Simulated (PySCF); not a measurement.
C₃H₂N₃, SMILES [c]1ncncn1, multiplicity 2. Geometry: B3LYP-D3(BJ)/def2-SVP. The isomer is the one that the SMILES or the coordinates give; other isomers of the formula were not compared.

Q: Give the equilibrium geometry at B3LYP-D3(BJ)/def2-SVP (PySCF confirms it by a frequency run) as Cartesian coordinates in Å, and its point group. (An estimate is asked for; the answer gives what the named calculation found.)

A: point group C2v.
```xyz
8

C      0.0000     0.0000    -1.3181
N      0.0000    -1.1781    -0.7523
C      0.0000    -1.1287     0.5905
N      0.0000     0.0000     1.2975
C      0.0000     1.1287     0.5905
N      0.0000     1.1781    -0.7523
H      0.0000    -2.0796     1.1363
H      0.0000     2.0796     1.1363
```
Charge 0, spin multiplicity 2.
